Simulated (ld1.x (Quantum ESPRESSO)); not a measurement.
zirconium (Zr), PAW: configuration errors across variants

Zr (Z = 40), PAW, made with ld1.x (Quantum ESPRESSO) 7.5 (PBE, scalar-relativistic). Core [Ar] 3d10, reference 4s2 4p6 4d2 5s1.75 5p0 (charge +0.25). Waves: 4s (bound): rcut 1.55, rcutus 1.75 bohr; 5s (bound): rcut 1.55, rcutus 1.75 bohr; 4p (bound): rcut 1.80, rcutus 2.15 bohr; 5p (bound, empty): rcut 1.80, rcutus 2.15 bohr; 4d (bound): rcut 2.25, rcutus 2.45 bohr; 4d channel at 0.05 Ry: rcut 2.25, rcutus 2.45 bohr. Local part: all-electron potential smoothed inside 1.40 bohr (lloc = -1). Core correction: Bessel-smoothed model core, default radius (core density twice the valence density). Augmentation charge: BESSEL, radius 1.75 bohr.

All-electron excitation energies from the reference (eV): (1) 4s2 4p6 4d2 5s2 5p0 -1.273; (2) 4s2 4p6 4d2 5s1 5p0 5.864; (3) 4s2 4p6 4d2 5s0 5p0 18.805; (4) 4s2 4p6 4d2 5s0 5p2 4.941; (5) 4s2 4p6 4d2 5s1 5p1 1.769; (6) 4s2 4p5 4d2 5s2 5p0 36.721; (7) 4s2 4p6 4d1 5s2 5p1 1.730.

The overlap operator is not positive definite (basis up to 400 Ry) in “base”, “waves 4s (bound): rcut 1.55, rcutus 2.28 bohr; 5s (bound): rcut 1.55, rcutus 2.28 bohr”, “wave 4d channel at 0.05 Ry: rcut 2.25, rcutus 2.45 bohr becomes 4d channel at 0.51 Ry: rcut 2.25, rcutus 2.45 bohr”, “local potential all-electron potential smoothed inside 2.20 bohr (lloc = -1)”, “local potential all-electron potential smoothed inside 1.50 bohr (lloc = -2)”, “all radii but the core radius scaled by about 1.29 (s 2.26, p 2.76, d 3.16 bohr, rcut 2.00/2.32/2.90); local potential all-electron potential smoothed inside 1.80 bohr (lloc = -1); augmentation BESSEL, radius 2.26 bohr”. Such files are unfit for use, however small their errors in these radial tests.

3 further variants failed, have other tests or another functional or relativity, and are left out.

A true bound ghost makes a file unfit for plane-wave use even where its test errors are small: the radial tests pick states by their node count and pass the ghost by.

Errors AE − PS in meV (a dash: test not solved or not reliable):

```csv
change,(1),(2),(3),(4),(5),(6),(7),bound ghosts
base,+0.2,-0.6,-1.5,+0.7,+0.2,+14,+4.5,not determined (overlap not positive)
"waves 4s (bound): rcut 1.55, rcutus 2.28 bohr; 5s (bound): rcut 1.55, rcutus 2.28 bohr",+0.2,-0.2,+2.2,+4.4,+1.8,–,–,not determined (overlap not positive)
"wave 4d channel at 0.05 Ry: rcut 2.25, rcutus 2.45 bohr becomes 4d channel at 0.51 Ry: rcut 2.25, rcutus 2.45 bohr",+0.2,-0.6,-1.7,+0.5,+0.1,+11,+4.5,"d (p not tested, overlap not positive)"
local potential all-electron potential smoothed inside 2.20 bohr (lloc = -1),+0.2,-1.0,-3.4,-0.8,-0.3,-25,+2.9,not determined (overlap not positive)
local potential all-electron potential smoothed inside 1.50 bohr (lloc = -2),+0.2,-0.3,+0.8,+3.5,+0.7,-2.2,+3.4,not determined (overlap not positive)
"all radii but the core radius scaled by about 1.29 (s 2.26, p 2.76, d 3.16 bohr, rcut 2.00/2.32/2.90); local potential all-electron potential smoothed inside 1.80 bohr (lloc = -1); augmentation BESSEL, radius 2.26 bohr",–,–,–,–,–,–,–,"d (p not tested, overlap not positive)"
```

Give the same row for: waves 4p (bound): rcut 1.22, rcutus 1.30 bohr; 5p (bound): rcut 1.22, rcutus 1.30 bohr.

+0.2, -0.6, -1.5, +0.6, +0.2, -14, +3.0; bound ghosts: none.
